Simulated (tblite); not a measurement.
Input of a run (GFN2-xTB geometry optimisation, gas phase (tblite 0.8.0)), started from a force field or distance geometry:
```
{"job": {"kind": "relax", "xc": "GFN2-xTB", "basis": "xTB"}, "charge": 0, "multiplicity": 1}
C     -1.588800    -2.495000    -0.136100
C     -1.447500    -1.327400     0.481400
Si    -0.689600     0.123300    -0.338300
N     -0.663200     1.450300     0.892700
C     -2.003800     2.033200     0.830200
Si     1.367800    -0.189800    -1.058100
O      1.518500    -1.717400    -1.831000
O      1.728600     1.103700    -2.154000
Si     2.791000    -0.010600     0.679100
H     -2.041000    -3.365600     0.351500
H     -1.292300    -2.621600    -1.165200
H     -1.790100    -1.305900     1.534000
H     -1.535400     0.585200    -1.441800
H     -0.535000     0.970400     1.833600
H     -2.642300     1.467800     0.111800
H     -1.919000     3.059500     0.410700
H     -2.524800     1.996300     1.788300
H      2.425500    -1.828100    -2.184000
H      1.509800     1.980000    -1.751100
H      3.768200    -1.116100     0.638600
H      2.002700    -0.024500     1.928400
H      3.550300     1.251800     0.578200
```

Output (eV, eV/Å):
```
step      E/eV     max force
  0    -797.22743    2.576
  1    -797.54783    1.378
  2    -797.66540    0.854
  3    -797.72730    1.104
  4    -797.83654    0.970
  5    -797.91751    0.719
  6    -797.98277    0.625
  7    -798.04427    0.764
  8    -798.10018    0.595
  9    -798.16100    0.566
 10    -798.20764    0.445
 11    -798.23736    0.356
 12    -798.26342    0.375
 13    -798.28915    0.374
 14    -798.31176    0.450
 15    -798.32968    0.379
 16    -798.34482    0.311
 17    -798.35865    0.257
 18    -798.37671    0.260
 19    -798.38770    0.260
 20    -798.39764    0.238
 21    -798.40587    0.211
 22    -798.41457    0.257
 23    -798.42422    0.217
 24    -798.43186    0.185
 25    -798.43681    0.156
 26    -798.44051    0.172
 27    -798.44489    0.230
 28    -798.45057    0.203
 29    -798.45776    0.192
 30    -798.46188    0.170
 31    -798.46610    0.138
 32    -798.46949    0.125
 33    -798.47301    0.161
 34    -798.47612    0.145
 35    -798.47863    0.186
 36    -798.48090    0.141
 37    -798.48317    0.174
 38    -798.48466    0.096
 39    -798.48567    0.068
 40    -798.48695    0.087
 41    -798.48782    0.118
 42    -798.48967    0.127
 43    -798.49130    0.098
 44    -798.49301    0.118
 45    -798.49468    0.128
 46    -798.49659    0.137
 47    -798.49835    0.113
 48    -798.49966    0.067
 49    -798.50067    0.074
 50    -798.50176    0.076
 51    -798.50305    0.091
 52    -798.50420    0.073
 53    -798.50501    0.057
 54    -798.50565    0.066
 55    -798.50632    0.081
 56    -798.50695    0.073
 57    -798.50741    0.077
 58    -798.50781    0.054
 59    -798.50828    0.060
 60    -798.50905    0.072
 61    -798.50985    0.079
 62    -798.51069    0.061
 63    -798.51138    0.068
 64    -798.51215    0.066
 65    -798.51312    0.084
 66    -798.51417    0.072
 67    -798.51506    0.072
 68    -798.51585    0.066
 69    -798.51673    0.092
 70    -798.51790    0.111
 71    -798.51922    0.084
 72    -798.52023    0.064
 73    -798.52059    0.071
 74    -798.52114    0.074
 75    -798.52150    0.049
 76    -798.52224    0.038
 77    -798.52250    0.035
 78    -798.52282    0.039
 79    -798.52313    0.039
 80    -798.52356    0.032
 81    -798.52391    0.028
 82    -798.52412    0.024
 83    -798.52424    0.021
 84    -798.52436    0.020
 85    -798.52446    0.016
 86    -798.52453    0.019
 87    -798.52458    0.013
 88    -798.52463    0.014
 89    -798.52468    0.017
 90    -798.52473    0.016
 91    -798.52479    0.021
 92    -798.52485    0.019
 93    -798.52492    0.016
 94    -798.52498    0.015
 95    -798.52503    0.017
 96    -798.52507    0.016
 97    -798.52513    0.016
 98    -798.52519    0.015
 99    -798.52525    0.015
100    -798.52531    0.020
101    -798.52539    0.025
102    -798.52553    0.032
103    -798.52576    0.032
104    -798.52605    0.041
105    -798.52638    0.041
106    -798.52671    0.040
107    -798.52703    0.032
108    -798.52729    0.029
109    -798.52749    0.039
110    -798.52772    0.045
111    -798.52812    0.042
112    -798.52917    0.070
113    -798.53018    0.064
114    -798.53129    0.106
115    -798.53015    0.154
116    -798.53264    0.063
117    -798.53312    0.062
118    -798.53407    0.085
119    -798.53455    0.039
120    -798.53504    0.068
121    -798.53547    0.059
122    -798.53600    0.047
123    -798.53689    0.135
124    -798.53758    0.153
125    -798.53809    0.068
126    -798.53877    0.091
127    -798.53945    0.076
128    -798.54072    0.069
129    -798.54144    0.050
130    -798.54189    0.121
131    -798.54262    0.055
132    -798.54316    0.054
133    -798.54375    0.050
134    -798.54414    0.057
135    -798.54479    0.085
136    -798.54534    0.092
137    -798.54590    0.064
138    -798.54648    0.049
139    -798.54710    0.070
140    -798.54771    0.091
141    -798.54823    0.081
142    -798.54885    0.053
143    -798.54923    0.038
144    -798.54943    0.030
145    -798.54956    0.034
146    -798.54971    0.033
147    -798.54985    0.037
148    -798.54999    0.024
149    -798.55011    0.026
150    -798.55020    0.028
151    -798.55034    0.029
152    -798.55046    0.028
153    -798.55056    0.017
154    -798.55063    0.018
155    -798.55070    0.019
156    -798.55077    0.020
157    -798.55084    0.017
158    -798.55089    0.016
159    -798.55094    0.015
160    -798.55100    0.018
161    -798.55108    0.021
162    -798.55118    0.025
163    -798.55128    0.028
164    -798.55138    0.027
165    -798.55148    0.027
166    -798.55157    0.021
167    -798.55166    0.020
168    -798.55175    0.023
169    -798.55186    0.032
170    -798.55196    0.037
171    -798.55211    0.038
172    -798.55225    0.046
173    -798.55239    0.027
174    -798.55249    0.024
175    -798.55266    0.025
176    -798.55278    0.032
177    -798.55289    0.023
178    -798.55296    0.024
179    -798.55301    0.016
180    -798.55304    0.016
181    -798.55308    0.015
182    -798.55312    0.014
183    -798.55317    0.016
184    -798.55321    0.015
185    -798.55325    0.012
186    -798.55329    0.012
187    -798.55331    0.013
188    -798.55334    0.012
189    -798.55336    0.011
190    -798.55339    0.011
191    -798.55343    0.011
192    -798.55346    0.012
193    -798.55348    0.009
```

Summarise the run.

The energy falls by 1.326 eV over 193 L-BFGS steps, the largest force on an atom goes from 2.58 to 0.009 eV/Å, and the atoms move by 0.651 Å rms after alignment. The bond that changes most is Si3–Si6 (SiH silicon to oxygen-bound silicon), which lengthens by 0.105 Å. Bonds longer at the end by more than 0.005 Å: 4 of 21; shorter: 13. Among the angles that change most is Si3–N4–C5, from 104.5° to 122.0°. Among the dihedrals that turn most is H14–N4–C5–H16, from 135° to 57°. The energy rose by more than 1e-5 eV at step 115. The first step brought 24 % of the lowering.

What are the final bond lengths?

C1=C2 1.325 Å, C2–Si3 1.898 Å, Si3–N4 1.733 Å, N4–C5 1.442 Å, Si3–Si6 2.307 Å, Si6–O7 1.637 Å, Si6–O8 1.652 Å, Si6–Si9 2.323 Å, C1–H10 1.081 Å, C1–H11 1.078 Å, C2–H12 1.086 Å, Si3–H13 1.484 Å, N4–H14 1.010 Å, C5–H15 1.087 Å, C5–H16 1.092 Å, C5–H17 1.096 Å, O7–H18 0.953 Å, O8–H19 0.951 Å, Si9–H20 1.468 Å, Si9–H21 1.470 Å, Si9–H22 1.474 Å. Numbering counts from 1 in the input's order; the species is `C=C[Si@@H](NC)[Si](O)(O)[SiH3]`.

The run took 3.9 s of wall time on one thread, Arm Neoverse N1 (aarch64), shared host with 64 logical CPUs at a one-minute load of 62.

Its GFN2-xTB frequencies are all real (lowest 17 cm⁻¹). One conformer, not necessarily the lowest. 3 starts were optimised and ended at 0.00, 0.80 and 2.71 kcal/mol (GFN2-xTB); the lowest of these is shown.

All values are computed, not measured.
